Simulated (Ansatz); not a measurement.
One change: `C[O][W](=[O])(=[O])[F]` becomes `[O]=[W](=[O])([F])[Cl]`.

Ansatz, PBE0-D4/def2-TZVP geometries, multiplicity 1. Each molecule was computed in one conformer, which needn't be the lowest.

Elements past krypton have def2 core potentials.

| property | `C[O][W](=[O])(=[O])[F]` |
| --- | --- |
| zero-point energy (PBE0-D4/def2-TZVP) / kJ/mol | 133.0 |
| HOMO–LUMO gap (ωB97M-V/def2-TZVPP) / eV | 11.83 |
| HOMO–LUMO gap (PBE/def2-TZVPP) / eV | 4.90 |
| ideal-gas entropy at 298 K and 1 bar (rigid rotor, harmonic PBE0-D4/def2-TZVP) / J/(mol·K) | 388 |
| LUMO energy (B3LYP/def2-TZVPP) / eV | -2.02 |
| LUMO energy (PBE0/def2-TZVPP) / eV | -1.76 |

Task: What does the change do to each property? (An estimate is asked.)

Result: Ansatz gave: 
```csv
property,`[O]=[W](=[O])([F])[Cl]`,shift
zero-point energy (PBE0-D4/def2-TZVP) / kJ/mol,26.6,-106.4
HOMO–LUMO gap (ωB97M-V/def2-TZVPP) / eV,11.29,-0.54
HOMO–LUMO gap (PBE/def2-TZVPP) / eV,4.45,-0.45
"ideal-gas entropy at 298 K and 1 bar (rigid rotor, harmonic PBE0-D4/def2-TZVP) / J/(mol·K)",339,-49
LUMO energy (B3LYP/def2-TZVPP) / eV,-3.18,-1.16
LUMO energy (PBE0/def2-TZVPP) / eV,-2.94,-1.18
```

With PBE0 the HOMO falls by 0.68 eV and the LUMO falls by 1.18 eV, so the gap narrows by about 0.50 eV. PBE moves the HOMO by -0.66 eV and ωB97M-V by -0.66 eV. The zero-point energy changes by -106.4 kJ/mol with -12 modes. Modes under 60 cm⁻¹, often nearly free rotors, make the harmonic entropy too high.

B3LYP here is the variant with VWN-RPA as its local correlation; programs differ in this.
